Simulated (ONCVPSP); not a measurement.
## I, ONCV: configuration errors across variants

* Element: I
* Generator: ONCVPSP 4.0.1
* Type: optimised norm-conserving Vanderbilt (ONCV)
* Functional: revPBE
* Relativity: scalar-relativistic
* Frozen core: [Kr]
* Valence charge: 17
* Reference configuration: 4d10 5s2 5p4.5 (charge +0.5)
* Partial waves: 5s: rc 1.50 bohr, ncon 4, nbas 8, qcut 3.4 1/bohr, 2 projectors, debl 2.3 Ha; 5p: rc 1.75 bohr, ncon 3, nbas 7, qcut 4.4 1/bohr, 2 projectors, debl 3.2 Ha; 4d: rc 1.00 bohr, ncon 4, nbas 8, qcut 8.7 1/bohr, 1 projector
* Local potential: polynomial inside 0.90 bohr (lpopt 5, dvloc0 0 Ha)
* Core correction: polynomial model core, fcfact 0.65

All-electron excitation energies from the reference (eV): (1) 4d10 5s2 5p5 -4.512; (2) 4d10 5s2 5p4 6.578; (3) 4d10 5s2 5p3 26.378; (4) 4d10 5s2 5p2 55.644.

A true bound ghost makes a file unfit for plane-wave use even where its test errors are small: the radial tests pick states by their node count and pass the ghost by.

Errors AE − PS in meV (a dash: test not solved or not reliable):

| change | (1) | (2) | (3) | (4) | bound ghosts | GHOST(+) flags above zero |
| --- | --- | --- | --- | --- | --- | --- |
| base | +1.4 | -2.0 | -7.3 | -13 | s, p | none |
| p: rc 1.28 | +1.9 | -2.6 | -10 | -21 | s, p | p |
| p: rc 1.4 | +1.9 | -2.8 | -11 | -22 | s, p | p |
| p: rc 1.64 | +1.9 | -2.6 | -9.8 | -19 | s, p | none |
| p: rc 1.84 | +1.2 | -1.6 | -6.1 | -12 | s, p | none |
| p: rc 1.98 | +1.0 | -1.5 | -6.1 | -13 | s, p | none |
| p: rc 2.38 | +0.9 | -2.0 | -13 | -40 | s, p | none |
| p: rc 2.58 | +0.8 | -2.4 | -18 | -60 | s, p | none |

Question: Give the same row for: p: rc 2.18.

Answer: +0.9, -1.7, -8.4, -23; bound ghosts: s, p; GHOST(+) flags above zero: none.
